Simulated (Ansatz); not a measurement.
Ideal-gas functions of CH4BFN2 (`N/C=N/BF`) at 298.15 K and 1 bar, from an Ansatz frequency run at PBE0-D4/def2-TZVP.

Molar mass 73.87 g/mol, point group Cs (symmetry number 1), electronic degeneracy 1, moments of inertia 12.887, 228.167, 241.053 u Å². Harmonic wavenumbers (cm⁻¹, unscaled): 126, 201, 202, 339, 465, 566, 681, 910, 1025, 1047, 1105, 1192, 1324, 1367, 1443, 1623, 1728, 2544, 3024, 3611, 3755.

Use S(trans) = R[1.5 ln M + 2.5 ln T − 1.1517]; rotational temperatures θ = 24.2544 K / I; S(rot) = R[ln(√π/σ · √(T³/θAθBθC)) + 1.5]; for each mode x = 1.438777 ν̃/T, S = R[x/(eˣ − 1) − ln(1 − e⁻ˣ)] and H = RT x/(eˣ − 1); 1 cm⁻¹ = 0.0119627 kJ/mol; R = 8.31446 J/(mol·K).

**Question.** By hand: the entropy, in J/(mol·K).

**Answer.** Translation 162.5. Rotation: θ = 1.8821, 0.1063, 0.1006 K, giving 104.5. Vibration, mode by mode: 12.58, 8.89, 8.85, 5.09, 3.15, 2.14, 1.38, 0.56, 0.35, 0.32, 0.26, 0.18, 0.10, 0.09, 0.06, 0.03, 0.02, 0.00, 0.00, 0.00, 0.00, in all 44.0. Electronic 0.0. Sum 311.0 J/(mol·K).

**Question.** By hand: H − E and G − E in kJ/mol, counted from the electronic energy.

**Answer.** Zero-point energy ½ × 28278 × 0.0119627 = 169.1; thermal vibration 7.7; translation, rotation and pV give 4 RT = 9.9. H − E = 186.7 kJ/mol, and G − E = 186.7 − 298.15 × 311.0/1000 = 94.0 kJ/mol.

Vibration gives 14 % of the entropy, 12.6 J/(mol·K) of it from the mode under 150 cm⁻¹: soft modes count most, and the harmonic formula is weakest for them. The sum counts one conformer and one mirror image; others add a mixing term.
